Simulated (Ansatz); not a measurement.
Wavefunction ladder for `C[O][Mo]([F])(=[S])([Cl])[Cl]`

```xyz
10

C     1.290   -0.144    1.145
O    -0.039   -0.354    0.761
Mo   -1.055    0.084   -0.697
F    -1.304    1.756    0.080
S    -2.797   -1.006   -0.466
Cl   -1.386    1.202   -2.661
Cl    0.388   -1.249   -1.894
H     1.949   -0.646    0.427
H     1.519    0.926    1.165
H     1.434   -0.570    2.140
```

Charge 0, multiplicity 1. Correlated methods include outer-core shells of Mo, which these sets cover unevenly. Mo takes the def2 core potential. The geometry is a stationary point of PBE0-D4/def2-TZVP. It is one conformer, not always the lowest. Frozen core, restricted reference, Ansatz.

```
     basis      HF (Eh)  MP2 corr.  CCSD corr.       (T)  CCSD(T) total
  def2-SVP  -1597.45245          ?    -1.35545  -0.06823              ?
def2-TZVPP  -1598.20448          ?           ?  -0.10918              ?
def2-QZVPP  -1598.25747          ?           –         –              –
```

Problem. Fill in the withheld values. (An estimate is asked.)

Solution. Computed: def2-SVP MP2 corr.: -1.39448; def2-SVP CCSD(T) total: -1598.87613; def2-TZVPP MP2 corr.: -1.85892; def2-TZVPP CCSD corr.: -1.81251; def2-TZVPP CCSD(T) total: -1600.12617; def2-QZVPP MP2 corr.: -2.01497.
